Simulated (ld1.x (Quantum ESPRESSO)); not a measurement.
## Configuration tests for carbon (RRKJ)

ld1.x (Quantum ESPRESSO) 7.5 input, shortened:

```
&input
   title='C', zed=6., rel=1, dft='BLYP', iswitch=3,
   config='[He] 2s2 2p2'
 /
 &inputp
   pseudotype=2, tm=.false., rho0=0.005, lloc=1,
   nlcc=.true., new_core_ps=.true.
 /
2
2S  1  0   2.00   0.00  1.00  1.00  0.0
2P  2  1   2.00   0.00  3.00  3.00  0.0
 &test
   configts(1)='2s2 2p2'
 /
```

Energies are relative to the spin-unpolarised reference configuration 2s2 2p2; without spin polarisation the order of configurations can differ from experiment. The frozen-core shift is the all-electron ΔE with the core orbitals held at their reference shape minus the fully relaxed ΔE.

| valence configuration | charge | ΔE all-electron (eV) | error AE − PS (meV) | frozen-core shift (meV) |
| --- | --- | --- | --- | --- |
| 2s2 2p1 | +1 | 10.829 | +128 | +0.2 |
| 2s2 2p0 | +2 | 35.005 | +1203 | +3.1 |
| 2s1 2p3 | 0 | 8.389 | -34 | +0.5 |
| 2s2 2p1.5 | +0.5 | 3.942 | +16 | 0.0 |
| 2s2 2p2.3 | -0.3 | -1.144 | -0.3 | 0.0 |
| 2s0 2p4 | 0 | 16.809 | -129 | +1.9 |

Problem. What are ΔE and the potential's error for 2s1 2p0?

Solution. ΔE = 83.159 eV all-electron; the error (AE − PS) is +2329 meV.
